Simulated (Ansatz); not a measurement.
This geometry of C2H5BN (9 atoms, charge -1, multiplicity 1) is a first-order saddle point.

These are results of Ansatz 0.2.0, RKS PBE0/def2-SVP, not measurements.

```xyz
9
Properties=species:S:1:pos:R:3
B 0.224 1.189 -0.350
C -0.066 -0.214 0.195
C 0.123 -0.665 -1.048
N -0.403 -0.962 1.390
H 1.355 1.695 -0.320
H -0.673 1.958 -0.722
H 0.381 0.199 -1.766
H 0.304 -1.700 1.466
H -1.244 -1.499 1.155
```

(1) Which two structures does it join? (They come from a converged band through this point; their orientation in space is the band's.)

(2) How far does it lie above each of them?

## Answers

(1) No bond is made or broken. The dihedral C3–C2–N4–H8 goes from -19 to 139°. The two ends are copies of one structure, up to a mirror image or an exchange of like atoms.

Image 0:

```xyz
9
Properties=species:S:1:pos:R:3
B 0.051 1.117 -0.410
C 0.095 -0.296 0.172
C 0.619 -0.668 -1.001
N -0.194 -1.065 1.313
H 0.951 1.946 -0.219
H -0.976 1.582 -0.929
H 0.786 0.225 -1.701
H -0.249 -2.053 1.055
H -1.084 -0.787 1.720
```

Image 8:

```xyz
9
Properties=species:S:1:pos:R:3
B 0.066 1.117 -0.406
C -0.136 -0.318 0.081
C 0.327 -0.695 -1.116
N -0.575 -1.099 1.164
H 1.088 1.766 -0.132
H -0.844 1.783 -0.916
H 0.537 0.206 -1.796
H -0.251 -0.710 2.047
H -0.211 -2.050 1.073
```

(2) 0.33 eV above the first and 0.33 eV above the second. This is the barrier of this one path; another mechanism may lie lower. Limits of this set-up: an anion without diffuse functions, the dipole of an ion depends on the origin.

Time of the run: 99 s on 1 thread of Arm Neoverse V2 (shared host), peak memory 0.26 GiB.
